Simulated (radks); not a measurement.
Problem. Ba III, configuration [Kr] 4d10 5s2 5p5.75 5d0.25 (fractional occupations, a model configuration). Method: scalar-relativistic Kohn-Sham, BLYP, spin-polarised, spherical densities, point nucleus; open shells are filled with parallel spins first (spin-orbit coupling, left out, can overturn this in heavy ions); computed with a radial shooting solver on a logarithmic mesh with Libxc functionals. Some entries of the table are withheld. Estimate them.

orbital  occ.  eigenvalue (hartree)  r(max) (bohr)
1s up       1             -1369.970        0.01642
1s down     1             -1369.970        0.01642
2s up       1             -216.9458        0.09287
2s down     1             -216.9453        0.09287
2p up       3             -194.5972        0.07462
2p down     3             -194.5966        0.07462
3s up       1             -46.16581         0.2663
3s down     1             -46.16526         0.2663
3p up       3             -39.00282         0.2606
3p down     3             -39.00220         0.2606
3d up       5             -28.59701         0.2151
3d down     5             -28.59633         0.2151
4s up       1              -9.43882         0.6248
4s down     1              -9.43743         0.6248
4p up       3              -7.12807         0.6534
4p down     3              -7.12671         0.6534
4d up       5              -3.77423            (1)
4d down     5              -3.77256            (2)
5s up       1              -1.70836          1.466
5s down     1              -1.69878          1.465
5p up       3                   (3)          1.662
5p down  2.75                   (4)          1.660
5d up    0.25                   (5)          2.319
5d down     0                   (6)          2.327

Solution. 
(1) 4d up r(max) (bohr): 0.6949
(2) 4d down r(max) (bohr): 0.6950
(3) 5p up eigenvalue (hartree): -1.15097
(4) 5p down eigenvalue (hartree): -1.14023
(5) 5d up eigenvalue (hartree): -0.48847
(6) 5d down eigenvalue (hartree): -0.47963
